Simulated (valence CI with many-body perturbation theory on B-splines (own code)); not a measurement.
## In³⁴⁺: what the settings do

Calculated by relativistic CI+MBPT: five valence electrons over a frozen Dirac-Fock core [Ne], radial functions for each j: 6 s, 6 p, 5 d, 3 f, 1 g, with the one-electron correlation potential Σ1, the two-electron term Σ2, the three-electron term Σ3, Breit, model QED; selected CI, second order for the rest, scaled by the run's own slope (own B-spline code, finite nucleus).

The last digits are not significant, and no measured levels were compared; by estimate large intervals hold to a few tenths of a per cent, small ones and those within an open d or f shell to about a per cent. Among the levels kept, up to 1200 cm⁻¹ of a level comes from second order outside the variational space, and about a tenth of that is noise between levels of different J, which matters for small intervals.

The reference run has the lowest level (3s^2 3p1/2^2 3p3/2) J=3/2 and an ionisation energy of 2190.20 eV. Its largest variational space holds 9999 state functions.

Levels are named by their leading jj configuration (3d3/2^4 stands for four electrons in 3d with j = 3/2), which in mixed levels can hold well under half, so a name can repeat and another be missing. Letters in brackets count levels of one name in rising energy.

Changed runs:
A. box radius (bohr) 2.4082 → 5.82
B. scale of Σ1 1 → 1.1
C. scale of Σ2 1 → 0
D. correlating orbitals by l 3 3 3 2 1 → 2 2 1 1 0; natural orbitals for correlation on → off (bad on purpose)

Excitation energies of the reference run in cm⁻¹, and shifts in cm⁻¹:

| Level | Reference | A | B | C | D |
| --- | --- | --- | --- | --- | --- |
| (3s^2 3p1/2 3p3/2^2) J=3/2 | 348182 | -0.2 | +49 | -557 | -466 |
| (3s^2 3p1/2 3p3/2^2) J=5/2 | 405783 | -0.1 | +50 | -309 | +341 |
| (3s^2 3p1/2 3p3/2^2) J=1/2 | 476887 | -0.1 | +51 | +5.5 | +723 |
| (3s^2 3p3/2^3) J=3/2 | 831084 | -0.4 | +99 | -640 | +219 |
| (3s 3p1/2^2 3p3/2^2) J=5/2 | 1059350 | -0.4 | -105 | -406 | -1128 |
| (3s^2 3p1/2^2 3d3/2) J=3/2 | 1064970 | -0.7 | -139 | +1365 | +275 |
| (3s 3p1/2^2 3p3/2^2) J=1/2 | 1225480 | -0.3 | -100 | +514 | -88 |
| (3s^2 3p1/2^2 3d5/2) J=5/2 | 1241040 | -0.8 | -99 | +2501 | +896 |
| (3s 3p1/2^2 3p3/2^2) J=3/2 | 1243280 | -0.5 | -103 | +1225 | +99 |
| (3s^2 3p1/2 3p3/2 3d3/2) J=3/2 [a] | 1418200 | -0.9 | -90 | +836 | -256 |
| (3s^2 3p1/2 3p3/2 3d3/2) J=5/2 [a] | 1420080 | -0.9 | -94 | +1150 | +150 |
| (3s^2 3p1/2 3p3/2 3d3/2) J=1/2 [a] | 1427450 | -0.9 | -93 | +1134 | -266 |
| Ionisation energy (eV) | 2190.20 | -0.00015 | +0.09 | -0.0045 | -0.36 |
